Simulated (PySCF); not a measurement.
PySCF 2.14 output of an unrestricted LDA calculation on a single atom or ion in aug-cc-pCVTZ-DK (8s7p5d3f, 75 functions), with the spin-free X2C one-electron Hamiltonian (Gaussian nucleus):

```
SCF conv_tol = 1e-09
number electrons alpha = 8  beta = 6
    P. A. M. Dirac.,  Math. Proc. Cambridge Philos. Soc. 26, 376 (1930)
    F. Bloch.,  Z. Phys. 57, 545 (1929)
    S. H. Vosko, L. Wilk, and M. Nusair.,  Can. J. Phys. 58, 1200 (1980)
cycle= 1 E= -340.037564839223  delta_E= -0.018  |g|= 0.0467  |ddm|= 0.807
cycle= 2 E= -340.038236063334  delta_E= -0.000671  |g|= 0.0205  |ddm|= 0.257
cycle= 3 E= -340.038380588791  delta_E= -0.000145  |g|= 0.00305  |ddm|= 0.0978
cycle= 4 E= -340.038433106185  delta_E= -5.25e-05  |g|= 0.00087  |ddm|= 0.0956
cycle= 5 E= -340.038437277758  delta_E= -4.17e-06  |g|= 0.000248  |ddm|= 0.0375
cycle= 6 E= -340.038437319152  delta_E= -4.14e-08  |g|= 4.69e-05  |ddm|= 0.00343
cycle= 7 E= -340.038437325078  delta_E= -5.93e-09  |g|= 1.86e-06  |ddm|= 0.00119
cycle= 8 E= -340.038437325093  delta_E= -1.44e-11  |g|= 1.34e-07  |ddm|= 5.95e-05
converged SCF energy = -340.038437325093  <S^2> = 2.0013564  2S+1 = 3.0009041
```

The run itself started from symmetry-adapted Hartree-Fock orbitals and held the occupation by maximum overlap, on a logarithmic radial grid, so the iterations belong to that start.

**Question.** Which element, charge and spin multiplicity is this?

**Answer.** P⁺ (phosphorus, charge +1), multiplicity 3; the state was [Ne] 3s2 3p1 4s1, high-spin 3P determinant (an excited configuration).

⟨L²⟩ = 3.08 against 2 for a pure P term, so this real determinant mixes terms. The outer electron is Rydberg-like, and this basis confines it to a smaller radius and binds it less than a complete one would.
